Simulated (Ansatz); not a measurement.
Several settings on one geometry of ZrF₄ (that of the charge 0 singlet, PBE-D4/def2-SVP). Ansatz on 4 threads of Arm Neoverse V1 on a shared host; times are rough.

Cartesian coordinates in Å:
```
Zr 0.000 0.000 0.000
F 0.009 -0.016 1.908
F 1.796 0.010 -0.645
F -0.907 1.561 -0.619
F -0.899 -1.555 -0.644
```

Totals from different functionals, basis sets or treatments of relativity can't be compared as stabilities.

In the def2 sets Zr takes a core potential; there is no spin–orbit coupling. Correlated methods freeze 4 core orbitals; core or outer-core shells of Zr are correlated, in sets that lack core-valence functions.

The spins typed aren't always the lowest for that charge.

Give the basis size and estimate the energy, ⟨S²⟩ and time of these runs.

```
run                  method  charge    state                                                     further keys
  1      RKS SVWN5/def2-SVP       0  singlet                                   scf: {lower_state_search: off}
  2  RKS r2SCAN-D4/def2-SVP       0  singlet                                                                –
  3     UKS B2PLYP/def2-SVP       0  triplet  final_grid: {core_spheres: 20, valence_spheres: 16, degree: 47}
```


```csv
run,functions,energy (Eh),⟨S²⟩,wall time
1,87,-443.8373,–,0.35 s
2,87,-446.3185,–,1.5 s
3,87,-445.7107,2.01,35 s
```
